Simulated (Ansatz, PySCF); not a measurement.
H₄Pb, SMILES [PbH4]. Atoms are numbered in the order given.

```xyz
5

Pb     0.0000     0.0000     0.0000
H     -1.0103     1.0103    -1.0103
H      1.0103     1.0103     1.0103
H      1.0103    -1.0103    -1.0103
H     -1.0103    -1.0103     1.0103
```
Charge 0, spin multiplicity 1.

Geometry optimised at PBE0-D3(BJ)/def2-TZVPD. The def2 effective core potentials stand for the cores of Pb; spin–orbit coupling is left out.

Two levels are set side by side: PBE-D3(BJ)/def2-TZVPD (Ansatz, an electronic-structure program) and PBE0-D3(BJ)/def2-TZVPD (Ansatz). Each level has its own optimised geometry; the coordinates shown are those of the second. Frequencies come from the Hessian of PySCF at each geometry. Differences are taken from unrounded values.

| quantity | PBE0-D3(BJ) |
|---|---|
| mean bond length (Å) | 1.750 |
| bond Pb1–H2 (Å) | 1.750 |
| bond Pb1–H3 (Å) | 1.750 |
| bond Pb1–H4 (Å) | 1.750 |
| bond Pb1–H5 (Å) | 1.750 |
| highest harmonic wavenumber (cm⁻¹) | 1884 |
| mean harmonic wavenumber (cm⁻¹) | 1193 |
| zero-point energy (kcal/mol) | 15.35 |

What does PBE-D3(BJ) give, and how far is it from PBE0-D3(BJ)? (An estimate is asked for; the answer gives what the named calculation found.)


```
quantity                            PBE-D3(BJ)  PBE-D3(BJ) minus PBE0-D3(BJ)
----------------------------------  ----------  ----------------------------
mean bond length (Å)                     1.768                         0.018
bond Pb1–H2 (Å)                          1.768                         0.018
bond Pb1–H3 (Å)                          1.768                         0.018
bond Pb1–H4 (Å)                          1.768                         0.018
bond Pb1–H5 (Å)                          1.768                         0.018
highest harmonic wavenumber (cm⁻¹)        1803                           -81
mean harmonic wavenumber (cm⁻¹)           1138                           -55
zero-point energy (kcal/mol)             14.65                         -0.70
```

Exact exchange shortens and stiffens bonds; PBE has none. Differences between two approximate levels are no errors against the true value.
